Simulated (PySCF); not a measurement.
C₃H₆FNSi. Atoms are numbered in the order given.

```xyz
12

F     -1.4239     0.7010     1.1210
C     -0.9398     0.4972    -0.1839
C     -0.9219    -1.0154    -0.4696
N      0.3528    -1.6688    -0.1534
C      1.3492    -0.8820     0.0222
Si     0.9178     0.9591    -0.1855
H     -1.6072     1.0329    -0.8774
H     -1.1330    -1.2139    -1.5351
H     -1.7248    -1.5015     0.1084
H      2.3255    -1.3401     0.2403
H      1.3074     1.8688     0.9202
H      1.4030     1.4992    -1.4866
```

Coordinates come from a TPSSh-D3(BJ)/def2-SVP optimisation. The structure was generated by enumeration; whether it is a known compound was not checked. Other conformers were not sampled.

All values below come from PySCF with B3LYP/pcSseg-1.

GIAO shieldings, no solvent; atoms listed in one row are averaged. δ = σ(ref) − σ: ¹⁹F against CFCl3 (σ = 161.7 ppm); ¹³C against TMS (σ = 181.3 ppm); ¹⁵N against NH3 (σ = 265.5 ppm); ²⁹Si against TMS (σ = 338.7 ppm); ¹H against TMS (σ = 31.68 ppm), references at their B3LYP-D3(BJ)/def2-TZVP geometries, non-relativistic.

```
nucleus  atoms  count  δ (ppm)
-------  -----  -----  -------
¹⁹F         F1      1   -234.0
¹³C         C5      1    182.1
¹³C         C2      1     92.8
¹³C         C3      1     80.8
¹⁵N         N4      1    499.8
²⁹Si       Si6      1    -37.1
¹H         H10      1     9.07
¹H          H9      1     5.49
¹H          H7      1     5.19
¹H         H11      1     4.74
¹H         H12      1     4.54
¹H          H8      1     4.46
```
